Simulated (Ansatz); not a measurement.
Reaction (formal exchange of groups at a C–S bond): `C[S][Ge][S]C` + `CCCC` → `CCCCC` + `C[S][Ge][SH]`

Program: Ansatz. Geometries: PBE0-D4/def2-TZVP. ΔE: electronic, gas phase. CCSD(T)/CBS adds triple-zeta CCSD(T) − MP2 to the extrapolated MP2 energy (def2 sets, frozen cores). For Ge outer-core shells are correlated without core-valence functions, which leaves a few kJ/mol of doubt a bond. Scalar relativity is left out up to krypton. Each species was taken in one conformer, which may not be the lowest.

`C[S][Ge][S]C`:

Cartesian coordinates in Å:
```
C 1.548 0.625 1.826
S 0.833 -0.996 2.196
Ge -0.562 -1.577 0.565
S -0.341 0.217 -0.730
C -1.473 -0.219 -2.079
H 2.111 0.594 0.894
H 2.220 0.873 2.647
H 0.768 1.383 1.754
H -1.934 -1.194 -1.912
H -2.254 0.538 -2.146
H -0.916 -0.244 -3.015
```

`CCCC`:

Z-matrix (Å, degrees):
```
C
C 1 1.519
H 1 1.094 2 111.1
H 1 1.092 2 111.7 3 120.2
H 1 1.094 2 111.1 3 -119.5
C 2 1.520 1 113.1 3 59.7
H 2 1.096 1 109.7 3 -62.3
H 2 1.096 1 109.7 3 -178.2
C 6 1.519 2 113.1 1 179.9
H 6 1.096 2 109.1 1 57.5
H 6 1.097 2 109.1 1 -57.7
H 9 1.094 6 111.1 2 59.7
H 9 1.094 6 111.1 2 -59.8
H 9 1.092 6 111.7 2 180.0
```

`CCCCC`:

Z-matrix (Å, degrees):
```
C
C 1 1.519
H 1 1.094 2 111.1
H 1 1.092 2 111.7 3 -120.2
H 1 1.094 2 111.1 3 119.5
C 2 1.521 1 112.7 3 -60.0
H 2 1.095 1 109.3 3 62.5
H 2 1.097 1 109.6 3 178.4
C 6 1.523 2 114.5 1 -177.1
H 6 1.098 2 109.2 1 60.1
H 6 1.096 2 108.6 1 -55.0
C 9 1.521 6 114.1 2 -65.1
H 9 1.095 6 108.8 2 172.9
H 9 1.097 6 109.1 2 57.7
H 12 1.092 9 111.9 6 63.4
H 12 1.094 9 110.9 6 -56.8
H 12 1.092 9 111.2 6 -176.6
```

`C[S][Ge][SH]`:

Cartesian coordinates in Å:
```
C 1.111 0.755 -0.906
S -0.066 0.503 0.451
Ge -0.834 -1.523 -0.014
S -2.249 -1.685 1.720
H 2.104 0.919 -0.489
H 1.140 -0.113 -1.567
H 0.810 1.631 -1.480
H -2.017 -0.487 2.285
```

```
       species  SCS-MP2/def2-TZVPP energy (Eh)
`C[S][Ge][S]C`                     -2950.68020
        `CCCC`                      -158.08697
       `CCCCC`                      -197.30922
`C[S][Ge][SH]`                     -2911.46054
```

(1) Work out ΔE.

Largest T1 diagnostic among the species: 0.014.

Answers

(1) ΔE = (-197.30922) + (-2911.46054) − (-2950.68020) − (-158.08697) = -0.00259 Eh = -0.07 eV. CCSD(T)/CBS gives -0.06 eV.

In def2-TZVPP, CCSD(T) changes the Hartree–Fock value by +0.04 eV (the triples alone add +0.02 eV) and MP2 by +0.07 eV.
